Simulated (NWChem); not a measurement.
Molecule: C₃HCl₃; SMILES ClC=C=C(Cl)Cl

```xyz
7

Cl     0.3421    -2.9970     0.0000
C     -0.8060    -1.6797     0.0000
C     -0.4619    -0.4096     0.0000
C     -0.1231     0.8634     0.0000
Cl     0.1156     1.7717     1.4669
Cl     0.1156     1.7717    -1.4669
H     -1.8544    -2.0238     0.0000
```
Atoms are numbered in this order, from 1.

Level: PBE-D3(BJ)/def2-SVP (NWChem), optimised geometry, unscaled harmonic frequencies. 

```csv
frequency (cm⁻¹),IR intensity (km/mol)
80,0.0
92,0.0
224,1.1
256,0.8
372,0.9
474,0.8
486,1.9
571,58.4
745,149.7
774,17.4
833,210.9
1149,30.4
1309,9.5
2001,290.3
3105,1.3
```

The zero-point energy is 17.8 kcal/mol and the thermal correction to the enthalpy at 298.15 K (with zero-point energy) is 22.6 kcal/mol. The heat capacity Cv comes out as 21.1 cal/(mol K) and the entropy at 298.15 K and 1 atm (symmetry number 1) is 85.2 cal/(mol K). The dipole moment is 0.95 D.

Rigid rotor and harmonic oscillator; modes under 100 cm⁻¹ make the entropy uncertain.
